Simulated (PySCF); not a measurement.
CH4Si, SMILES C=[SiH2]. Geometry optimised at B3LYP-D3(BJ)/def2-TZVP.

Calculation: PySCF 2.14.0 with B3LYP-D3(BJ)/def2-TZVP.

Harmonic wavenumbers (cm⁻¹): 464, 484, 730, 780, 834, 943, 1001, 1401, 2268, 2289, 3150, 3235. Rotational constants (GHz): 105.5, 14.84, 13.01; symmetry number 2.

Task: Work out the zero-point energy and the ideal-gas rigid-rotor harmonic-oscillator thermochemistry at 298.15 K and 1 atm.

Result: ZPE = ½ Σ hcν = ½ × 17580 cm⁻¹ = 105.15 kJ/mol. H − E(el) = 117.25 kJ/mol. Entropy in J/(mol K): translation 155.98, rotation 79.15, vibration 9.88, total 245.01. G − E(el) = 44.20 kJ/mol. Cp = 56.70 J/(mol K).
